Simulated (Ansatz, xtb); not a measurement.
# Ligand exchange: HF + SnH3(SH) → H2S + SnH3F

Species: HF (hydrogen fluoride), singlet; SnH3(SH), singlet; H2S (hydrogen sulfide) `S`, singlet; SnH3F `[F][SnH3]`, singlet. The partners trade F for SH: H–F and Sn–SH bonds give way to H–SH and Sn–F.

Shapes, held fixed at every level: PBE0-D4/def2-TZVP. Programs: Ansatz 0.2.0, xtb 6.7.1. The zero-point and thermal change to 298 K, harmonic and unscaled (PBE0-D4/def2-TZVP), is -5.3 kJ/mol.

Question: Estimate ΔH(298 K) of this reaction.

Answer: The highest level, CCSD(T)/def2-TZVPP, gives ΔH(298 K) = +2.7 kJ/mol; the levels span -23.3 to +9.2. That is about zero within the method's error. They disagree on the sign: 4 of 8 are positive. The column of differences is taken from that level and isn't an error. No measured value is set beside it here. For atoms past krypton def2 sets carry core potentials with scalar relativity. Outer-core shells of Sn are correlated, in sets that cover them unevenly.

| level | kind | ΔH(298 K) (kJ/mol) | less CCSD(T)/def2-TZVPP |
| --- | --- | --- | --- |
| GFN1-xTB | semi-empirical | -23.3 | -26.0 |
| PBE-D4/def2-TZVPP | GGA | +0.9 | -1.8 |
| r2SCAN-D4/def2-TZVPP | meta-GGA | -5.0 | -7.7 |
| B3LYP-D4/def2-TZVPP | global hybrid | -5.6 | -8.3 |
| PBE0-D4/def2-TZVPP | global hybrid | +6.3 | +3.6 |
| MP2/def2-SVP | perturbation theory | -7.4 | -10.1 |
| MP2/def2-TZVPP | perturbation theory | +9.2 | +6.5 |
| CCSD(T)/def2-TZVPP | coupled cluster or CI | +2.7 | 0.0 |
